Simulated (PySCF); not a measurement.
## PySCF run on Cd

The script input.py:

```python
from pyscf import gto, scf

mol = gto.M(
    atom='Cd 0 0 0',
    basis='x2c-svpall',
    charge=0,
    spin=0,
    symmetry=True,
    verbose=3,
)
mf = scf.RHF(mol)
mf = mf.sfx2c1e()
mf.kernel()
mf.analyze()
print('orbital energies (hartree):', mf.mo_energy[..., max(0, mol.nelec[1]-3):mol.nelec[0]+3].round(4))
```

```bash
$ OMP_NUM_THREADS=1 python input.py
```

Output (some set-up lines and the per-cycle HOMO/LUMO lines with their warnings removed):

```
converged SCF energy = -5590.87362883672
Wave-function symmetry id = 0
**** MO energy ****
[13 lines left out]
MO #14 (d+2 #1), energy= -15.8290873926559 occ= 2
MO #15 (s+0 #4), energy= -4.74533810745502 occ= 2
MO #16 (p-1 #3), energy= -3.11667486426718 occ= 2
MO #17 (p+0 #3), energy= -3.11667486426578 occ= 2
MO #18 (p+1 #3), energy= -3.11667486426967 occ= 2
MO #19 (d-2 #2), energy= -0.722614690891826 occ= 2
MO #20 (d-1 #2), energy= -0.722614690892334 occ= 2
MO #21 (d+0 #2), energy= -0.722614690900345 occ= 2
MO #22 (d+1 #2), energy= -0.722614690890153 occ= 2
MO #23 (d+2 #2), energy= -0.722614690902497 occ= 2
MO #24 (s+0 #5), energy= -0.281099688842377 occ= 2
MO #25 (p-1 #4), energy= 0.0474648252108769 occ= 0
MO #26 (p+0 #4), energy= 0.0474648251962189 occ= 0
MO #27 (p+1 #4), energy= 0.0474648252093004 occ= 0
[29 lines left out]
 ** Mulliken atomic charges  **
charge of    0Cd =     -0.00000
Dipole moment(X, Y, Z, Debye): -0.00000, -0.00000,  0.00000
orbital energies (hartree): [-0.7226 -0.7226 -0.2811  0.0475  0.0475  0.0475]
```

In short: E(SCF) = -5590.873629 Eh.

It ran on Intel Xeon 6975P-C (1 thread, shared host) in 1.1 s, peak memory 0.14 GiB.
